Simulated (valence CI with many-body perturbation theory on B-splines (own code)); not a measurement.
Level structure of Ti9+

Level of theory: valence CI with perturbative core correlation (CI+MBPT): three valence electrons over a frozen Dirac-Fock core [Ne], a basis of 9 s, 9 p, 8 d, 6 f, 3 g, 1 h functions for each j, with the one-electron correlation potential Σ1 (screened to all orders), the two-electron term Σ2, the three-electron term Σ3, Breit, model QED; selected single and double excitations, second order for the rest, scaled by the run's own slope (own B-spline code, finite nucleus).

No measured spectrum was set against this ion. As an estimate, levels of excited configurations hold to 0.05 to 0.15 % of their energy, terms of the ground configuration to about 0.5 %.

Levels 1 to 32 of 32, with energies above the lowest level, 3s²3p ²P°_1/2. "Leading %" is the weight of the configuration and term that name the level; weights of strongly mixed levels are sums over their largest components and can fall short. Lifetimes count E1, E2, E3, M1 and M2 decay at the calculated energies, and are blank where another channel may lead or the interval is too uncertain; long ones can be off by a factor of two.

```csv
No.,Configuration,Term,J,E (eV),Leading %,g,Lifetime,Second component
1,3s²3p,²P°,1/2,0.000,97,0.665,,
2,3s²3p,²P°,3/2,0.936,97,1.334,257 ms,
3,3s3p²,⁴P,1/2,19.877,99,2.667,159 ns,
4,3s3p²,⁴P,3/2,20.232,99,1.734,779 ns,
5,3s3p²,⁴P,5/2,20.735,99,1.598,246 ns,
6,3s3p²,²D,3/2,26.294,86,0.801,775 ps,12 % 3s²3d ²D
7,3s3p²,²D,5/2,26.363,86,1.202,876 ps,11 % 3s²3d ²D
8,3s3p²,²S,1/2,32.822,91,1.920,103 ps,6 % 3s3p² ²P
9,3s3p²,²P,1/2,34.882,90,0.750,40.8 ps,6 % 3s3p² ²S
10,3s3p²,²P,3/2,35.400,96,1.332,38.7 ps,
11,3s²3d,²D,3/2,42.821,85,0.799,33.5 ps,11 % 3s3p² ²D
12,3s²3d,²D,5/2,42.888,85,1.200,35.3 ps,11 % 3s3p² ²D
13,3p³,²D°,3/2,51.249,67,0.808,437 ps,30 % 3s3p3d ²D°
14,3p³,²D°,5/2,51.369,68,1.200,442 ps,30 % 3s3p3d ²D°
15,3p³,⁴S°,3/2,52.551,97,1.989,44.4 ps,
16,3p³,²P°,1/2,57.323,79,0.665,102 ps,18 % 3s3p3d ²P°
17,3p³,²P°,3/2,57.392,75,1.325,105 ps,19 % 3s3p3d ²P°
18,3s3p3d,⁴F°,3/2,57.544,98,0.411,5.68 ns,
19,3s3p3d,⁴F°,5/2,57.738,99,1.029,14.7 ns,
20,3s3p3d,⁴F°,7/2,58.022,99,1.239,16.9 ns,
21,3s3p3d,⁴F°,9/2,58.406,100,1.334,,
22,3s3p3d,⁴P°,5/2,62.153,78,1.547,51.8 ps,20 % 3s3p3d ⁴D°
23,3s3p3d,⁴P°,3/2,62.335,58,1.509,44.6 ps,41 % 3s3p3d ⁴D°
24,3s3p3d,⁴D°,1/2,62.485,68,0.824,38.2 ps,31 % 3s3p3d ⁴P°
25,3s3p3d,⁴P°,1/2,62.821,69,1.843,46.5 ps,31 % 3s3p3d ⁴D°
26,3s3p3d,⁴D°,3/2,62.900,58,1.420,40.4 ps,41 % 3s3p3d ⁴P°
27,3s3p3d,⁴D°,7/2,62.940,99,1.428,34.5 ps,
28,3s3p3d,⁴D°,5/2,62.947,79,1.416,36.9 ps,20 % 3s3p3d ⁴P°
29,3s3p3d,²D°,3/2,64.356,80,0.804,41.7 ps,17 % 3p³ ²D°
30,3s3p3d,²D°,5/2,64.366,79,1.207,42.1 ps,17 % 3p³ ²D°
31,3s3p3d,²F°,5/2,67.362,98,0.858,85.7 ps,
32,3s3p3d,²F°,7/2,68.106,98,1.143,82.9 ps,
```

Names give the largest LS component (configuration and term), which can be under half, so a name can repeat, a term be missing and a line seem to break the LS rules; names also repeat where a configuration has a term twice.

Where two levels of one J and parity lie close, their mixing, g and order are uncertain.

The ionisation energy to 3s² ¹S0 of the next ion comes out as 216.8 eV (NIST: 215.92 ± 0.12 eV (measured), further off than twice its uncertainty). All 32 levels together are meant to be complete up to 70.054 eV.
